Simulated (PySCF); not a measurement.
# Reading the logs of faulty runs: ClFH3Si2 cation

Calculated results; nothing here was measured. They come from PySCF 2.14.0, an open-source quantum chemistry program, on an isolated molecule that a program drew, which may never have been made. The molecule is ClFH3Si2 cation (charge +1, singlet), drawn as the SMILES string `F[SiH+][SiH2]Cl`.

Each row is a Hartree-Fock (HF) and frozen-core CCSD(T) single point in the cc-pV(D+d)Z basis, meant for a local HF minimum. Run 1 is clean. Each other run has one planted mistake out of seven kinds, and not every kind appears here: one electron removed, one electron added, multiplicity raised by two, geometry at a saddle point, minimal basis STO-3G, one bond length entered in bohr, all coordinates scaled. The reference is restricted for singlets and unrestricted otherwise, and also for a bond in bohr. Adding or removing an electron swaps singlet and doublet. Electrons count all cores. HOMO and LUMO are orbital energies over both spins, the gradient is its largest component, and the lowest frequency (negative if imaginary) is given only where the gradient is small. Bond lengths are over the 6 bonds as drawn. T1 is the CCSD diagnostic: over 0.02 (restricted) or 0.045 (unrestricted) a single reference is doubtful.

Geometry of the clean run:
```xyz
7
ClFH3Si2 cation, angstrom
F    -1.5059   -1.6553   -3.2050
Si   -2.1216   -1.9679   -1.7960
Si   -1.2582   -0.7676    0.1252
Cl   -2.3520   -1.5364    1.6456
H    -3.1666   -2.9877   -1.9069
H    -1.5559    0.6333   -0.1758
H     0.1573   -1.1372    0.1610
```

| run | electrons | basis functions | <S^2> | HOMO (eV) | LUMO (eV) | gradient (hartree/bohr) | lowest frequency (cm^-1) | mean bond (Å) | longest bond (Å) | T1 | HF (hartree) | CCSD(T) (hartree) | mistake |
|---|---|---|---|---|---|---|---|---|---|---|---|---|---|
| 1 | 56 | 98 | 0.000 | -17.03 | -5.71 | 1.8e-05 | 24 | 1.7349 | 2.424 | 0.0148 | -1138.36237 | -1138.91446 | no fault |
| 2 | 57 | 98 | 0.777 | -7.38 | 2.06 | 5.1e-02 | - | 1.7349 | 2.424 | 0.0136 | -1138.60201 | -1139.16089 | one electron added |
| 3 | 56 | 35 | 0.000 | -15.05 | -2.26 | 4.3e-02 | - | 1.7349 | 2.424 | 0.0201 | -1125.43007 | -1125.57133 | minimal basis STO-3G |
| 4 | 55 | 98 | 0.768 | -23.29 | -14.43 | 5.1e-02 | - | 1.7349 | 2.424 | 0.0446 | -1137.78116 | -1138.31962 | ? |
| 5 | 56 | 98 | 2.013 | -14.01 | -8.87 | 4.5e-02 | - | 1.7349 | 2.424 | 0.0251 | -1138.23505 | -1138.78450 | ? |

**Which mistake was planted in run 4, and what did it cost?**

It counts 55 electrons, one fewer than the clean run, at the same geometry and basis. So the mistake is: one electron removed. Subtracting run 1 and multiplying by 627.51 kcal/mol a hartree, the energy moved by 364.7 kcal/mol in HF and 373.3 kcal/mol in CCSD(T).

**Which mistake was planted in run 5, and what did it cost?**

Electrons, basis and geometry are unchanged, and <S^2> is 2.013, beside S(S+1) = 2.00 for a multiplicity of 3. So the mistake is: multiplicity raised by two. Subtracting run 1 and multiplying by 627.51 kcal/mol a hartree, the energy moved by 79.9 kcal/mol in HF and 81.6 kcal/mol in CCSD(T).

Cautions from the logs. Run 3: T1 is over the limit, so its CCSD(T) energy is less reliable.
